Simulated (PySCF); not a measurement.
From one molecule to another.

First species: 3,3,3-trifluoropropene, C3H3F3.
SMILES with atom numbers: `[CH2:1]=[CH:2][C:3]([F:4])([F:5])[F:6]` (hydrogens: H7, H8 on C1; H9 on C2)

Second species: C₄H₅Cl₂FSi.
Z-matrix (Å and degrees, GFN2-xTB geometry), rows numbered from 1:
```
F 
Si  1  1.6131
Cl  2  2.0032  1  107.03
C   2  1.8641  1  104.98  3  -118.83
C   4  1.3408  2  135.46  1  -172.55
Cl  5  1.7006  4  133.35  2     0.07
C   5  1.4968  4   96.34  2  -179.94
C   4  1.5225  2  132.98  1     7.32
H   2  1.4497  1  104.65  3   118.91
H   7  1.0879  5  115.25  4  -115.80
H   7  1.0880  5  115.15  4   115.41
H   8  1.0870  4  114.41  2   -63.86
H   8  1.0871  4  114.52  2    63.86
```

Levels: CAM-B3LYP/def2-SVPD for dipole moment, HOMO energy, LUMO energy, HOMO–LUMO gap, static isotropic polarisability and electronic spatial extent ⟨r²⟩ about the centre of nuclear charge; TDDFT CAM-B3LYP/def2-SVPD for lowest singlet excitation; TDA CAM-B3LYP/def2-SVPD for lowest triplet excitation (Tamm–Dancoff); GFN2-xTB for rotational constant A and rotational constant C. Geometries: GFN2-xTB. Each structure is a single optimised conformer of the isolated species, non-relativistic unless stated; the electronic structure was computed with PySCF and density fitting.

Dipoles, sizes and rotational constants follow the conformer. The torsions of the flexible species, by atom-mapped SMILES:
- `[CH2:1]=[CH:2][C:3]([F:4])([F:5])[F:6]`: C1–C2–C3–F4 0°
- `[F:1][Si@H:2]([Cl:3])[C:4]1=[C:5]([Cl:6])[CH2:7][CH2:8]1`: F1–Si2–C4–C5 -173°

```tsv
property	column X	column Y
dipole moment	2.11 D	2.67 D
HOMO energy	-8.83 eV	-10.33 eV
LUMO energy	0.05 eV	0.22 eV
HOMO–LUMO gap	8.88 eV	10.55 eV
lowest singlet excitation	6.03 eV	7.82 eV
lowest triplet excitation (Tamm–Dancoff)	3.81 eV	4.47 eV
static isotropic polarisability	95.2 au	39.7 au
electronic spatial extent ⟨r²⟩ about the centre of nuclear charge	1802 bohr²	490 bohr²
rotational constant A	1.657 GHz	5.479 GHz
rotational constant C	0.598 GHz	2.867 GHz
```

Q: Which column belongs to which species?

A: Column X is the second species and column Y the first. The first has 9 atoms and 48 electrons, the second 13 and 86.

Q: How does each property change from the first species to the second?

A: dipole moment -0.56 D; HOMO energy +1.50 eV; LUMO energy -0.17 eV; HOMO–LUMO gap -1.67 eV; lowest singlet excitation -1.79 eV; lowest triplet excitation (Tamm–Dancoff) -0.66 eV; static isotropic polarisability +55.5 au; electronic spatial extent ⟨r²⟩ about the centre of nuclear charge +1312 bohr²; rotational constant A -3.822 GHz; rotational constant C -2.269 GHz.

On the first: The vertical singlet–triplet gap S1 − T1 is 3.35 eV (TDDFT singlet less Tamm–Dancoff triplet; S1: HOMO→LUMO, weight 0.97; T1: HOMO→LUMO, weight 0.96). The principal polarisabilities are 32.5, 36.8 and 49.8 au; their mean is the isotropic value.

On the second: No computed singlet falls in the visible range (750 to 380 nm, 1.65 to 3.26 eV); S1 lies 2.77 eV above its blue end. S1 lies 2.85 eV below the HOMO–LUMO gap; its leading configuration is HOMO→LUMO, weight 0.96.
